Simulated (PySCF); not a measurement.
Level sweep

Species: H8OSSi3.
SMILES: `[SiH3]O[SiH2][SiH2]S`

PySCF, dipoles from the SCF density, polarisabilities from static response with core orbitals frozen. Geometry: PBE0-D3(BJ)/def2-SVP, one conformer, isolated molecule.

How do dipole and polarisability depend on functional and basis here?

| level | μ (D) | α (au) | anisotropy (au) |
| --- | --- | --- | --- |
| LDA/def2-SVPD | 1.140 | 118.06 | 46.82 |
| PBE/def2-SVPD | 1.105 | 115.43 | 46.14 |
| B3LYP/def2-SVPD | 1.197 | 110.85 | 40.19 |
| PBE0/def2-SVPD | 1.222 | 110.15 | 40.25 |
| BHandHLYP/def2-SVPD | 1.310 | 105.82 | 35.01 |
| CAM-B3LYP/def2-SVPD | 1.289 | 108.72 | 37.22 |
| wB97X-D/def2-SVPD | 1.316 | 108.56 | 37.62 |
| LC-wPBE/def2-SVPD | 1.369 | 106.16 | 35.91 |
| HF/def2-SVPD | 1.451 | 100.38 | 29.12 |
| PBE0/6-31G* | 1.670 | 88.13 | 35.65 |
| PBE0/6-31+G* | 1.520 | 98.78 | 33.67 |
| PBE0/def2-SVP | 1.323 | 92.99 | 31.61 |
| PBE0/aug-cc-pVDZ | 1.185 | 111.96 | 41.28 |
| PBE0/def2-TZVP | 1.138 | 103.52 | 38.31 |
| PBE0/def2-TZVPD | 1.122 | 111.25 | 40.28 |

The anisotropy is √(½[(α1 − α2)² + (α2 − α3)² + (α3 − α1)²]). The dipole runs from 1.11 D (PBE/def2-SVPD) to 1.67 D (PBE0/6-31G*). No reference polarisability is at hand; against PBE0 in the largest diffuse basis at hand (def2-TZVPD) the other PBE0 rows deviate by 6-31G* -21%, 6-31+G* -11%, def2-SVP -16%, def2-SVPD -1%, aug-cc-pVDZ +1%, def2-TZVP -7%. In one basis (def2-SVPD) the functionals order the polarisability from HF (lowest) to LDA (highest), a spread of 18%. With PBE0 the polarisability is 94.88 au without diffuse functions (mean of 6-31G*, def2-SVP and def2-TZVP) and 108.03 au with them (mean of 6-31+G*, def2-SVPD, aug-cc-pVDZ and def2-TZVPD).
